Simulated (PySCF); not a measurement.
# Ti: interval between two levels

Ti [Ar] 3d2 4s2 [3F4, M_J = 4] → Ti [Ar] 3d3 4s1 [5F5, M_J = 5], as a difference of total energies. Calculation: PySCF 2.14, in x2c-SVPall-2c with one added diffuse shell each of s, d type (6s5p4d1f, 48 functions); the two-component X2C-1e Hamiltonian. Correlated levels: [Ne] frozen; the 6 highest virtual spinors dropped. "Screened" scales the spin-orbit matrix elements by Boettger's factors to mimic the two-electron term; Breit and QED terms are absent.

```csv
method,interval between two levels (cm⁻¹),error (cm⁻¹)
GHF (spin-free),5665.9,-790
GMP2 (spin-free),6868.6,+413
GHF (screened spin-orbit),5622.9,-833
GMP2 (screened spin-orbit),6827.3,+371
```

Reference: 6456.1 cm⁻¹ (measured; NIST Handbook of Basic Atomic Spectroscopic Data (Sansonetti and Martin, J. Phys. Chem. Ref. Data 34, 1559 (2005))).

Errors of the correlated levels include the incompleteness of this basis and the frozen core.

The labels give the starting determinants; with spin-orbit coupling the two ends relaxed to ⟨J²⟩ = 20.02, ⟨L²⟩ = 12.01, ⟨S²⟩ = 2.01 and ⟨J²⟩ = 30.01, ⟨L²⟩ = 12.01, ⟨S²⟩ = 6.00.
